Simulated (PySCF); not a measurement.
## Working out the ionisation energy of Mn+

Mn+ [Ar] 3d5 4s1 (7S) → Mn(2+) [Ar] 3d5 (6S). All numbers are calculated (PySCF 2.14, the spin-free X2C one-electron Hamiltonian (Gaussian nucleus), in x2c-SVPall (5s3p3d1f, 36 functions)). Frozen: [Ar]. Energies in hartree (1 hartree = 27.21139 eV):

```json
{"part": "UHF", "Mn+ (lower)": "-1156.969279", "Mn(2+) (upper)": "-1156.425400"}
{"part": "MP2 opposite-spin", "Mn+ (lower)": "0.000000", "Mn(2+) (upper)": "0.000000"}
{"part": "MP2 same-spin", "Mn+ (lower)": "-0.049421", "Mn(2+) (upper)": "-0.042143"}
```

Problem. What does Hartree-Fock give?

Solution. (-1156.425400) − (-1156.969279) = 0.543879 hartree = 14.800 eV.

Problem. What do MP2 and SCS-MP2 (6/5 opposite-spin, 1/3 same-spin) give?

Solution. The opposite-spin parts differ by 0.000 eV and the same-spin parts by 0.198 eV. MP2: 14.800 + (0.000) + (0.198) = 14.998 eV. SCS-MP2: 14.800 + 1.2 × (0.000) + (0.198)/3 = 14.866 eV.

Measured between the centres of the two terms (NIST): 15.640 eV, so MP2 (valence) is off by -0.642 eV.

A double-zeta basis recovers only part of the correlation energy.

What remains against the reference includes basis incompleteness, the frozen core and correlation beyond second order.
